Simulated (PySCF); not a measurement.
B(H)(OMe)(SH) (CH5BOS), SMILES COBS. The structure is a stationary point at B3LYP-D3(BJ)/def2-SVP. Other conformers were not sampled.

Question: Give the equilibrium geometry at B3LYP-D3(BJ)/def2-SVP (PySCF confirms it by a frequency run) as bond lengths and angles, and its point group. (An estimate is asked for; the answer gives what the named calculation found.)

Answer: Several could match; the one computed here: point group Cs.
Atoms: B1 H2 O3 C4 H5 H6 H7 S8 H9. Bonded distances (Å): B1–H2 1.204, B1–O3 1.346, B1–S8 1.827, O3–C4 1.416, C4–H5 1.103, C4–H6 1.099, C4–H7 1.103, S8–H9 1.350. Bond angles (°): H2–B1–O3 118.1, H2–B1–S8 120.8, O3–B1–S8 121.1, B1–O3–C4 123.7, O3–C4–H5 111.1, O3–C4–H6 108.2, O3–C4–H7 111.1, H5–C4–H6 108.9, H5–C4–H7 108.4, H6–C4–H7 108.9, B1–S8–H9 95.7.
